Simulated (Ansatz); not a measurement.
Basis-set extrapolation for C₂H₃AlF₂O (`C=[C](O)[Al]([F])[F]`) (PBE0-D4/def2-TZVP geometry, frozen core, the Gaussian-basis code of Ansatz). Multiplicity 1, RHF reference.

```csv
,def2-TZVPP,def2-QZVPP
HF,-593.442067,-593.466500
MP2 correlation,-1.128440,-1.223957
CCSD(T) correlation,-1.186058,not run
```

Energies in hartree. Use E(X) = E(∞) + A·exp(−7.88·√X) for Hartree–Fock and E(X) = E(∞) + B·X^(−2.97) for correlation, with X = 3 and 4, and add CCSD(T) minus MP2 of the smaller set to the MP2 limit.

Task: What is the CCSD(T) energy at the basis-set limit?

Result: HF limit: -593.466500 + (-0.024433) × 0.13774 = -593.46987. MP2 limit: -1.223957 + (-0.095517) × 0.74074 = -1.29471. Higher-order term: -1.186058 − (-1.128440) = -0.05762. Total: -594.82220 hartree, 509.5 kJ/mol below CCSD(T)/def2-TZVPP.
